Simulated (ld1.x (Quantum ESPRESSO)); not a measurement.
# zinc: excitation energies, all-electron against TM

Zn, norm-conserving Troullier–Martins (Kleinman–Bylander form), made with ld1.x (Quantum ESPRESSO) 7.5 (revPBE, scalar-relativistic). Core [Ar], reference 3d10 4s0.5 4p0 (charge +1.5). Waves: 4s (bound): rc 2.00 bohr; 4p (bound, empty): rc 2.65 bohr; 3d (bound): rc 0.70 bohr. Local part: all-electron potential smoothed inside 0.95 bohr (lloc = -1). Core correction: a·sin(br)/r model core inside 0.55 bohr.

Energies are relative to the spin-unpolarised reference configuration 3d10 4s0.5 4p0; without spin polarisation the order of configurations can differ from experiment.

```json
{"valence configuration": "3d10 4s1 4p0", "charge": "+1", "ΔE all-electron (eV)": "-8.005", "error AE − PS (meV)": "-3.0"}
{"valence configuration": "3d10 4s0 4p0", "charge": "+2", "ΔE all-electron (eV)": "10.259", "error AE − PS (meV)": "-6.5"}
{"valence configuration": "3d8 4s0 4p0", "charge": "+4", "ΔE all-electron (eV)": "112.371", "error AE − PS (meV)": "-996"}
{"valence configuration": "3d9 4s0 4p0", "charge": "+3", "ΔE all-electron (eV)": "50.669", "error AE − PS (meV)": "-161"}
{"valence configuration": "3d10 4s0 4p1", "charge": "+1", "ΔE all-electron (eV)": "-1.719", "error AE − PS (meV)": "+0.4"}
{"valence configuration": "3d10 4s1.5 4p0", "charge": "+0.5", "ΔE all-electron (eV)": "-13.888", "error AE − PS (meV)": "-11"}
```

Task: What are ΔE and the potential's error for 3d10 4s2 4p0?

Result: ΔE = -17.780 eV all-electron; the error (AE − PS) is -19 meV.

These tests converged, but a pseudo level misses the all-electron one widely, so the file describes the atom poorly there or has found another state: 3d9 4s0 4p0: empty 4p by 7.3 eV.

Note: ghost states, extra bound levels that the all-electron valence spectrum of the same l lacks: s at -154.8 eV, p at -6.3 eV. A true bound ghost makes a file unfit for plane-wave use.
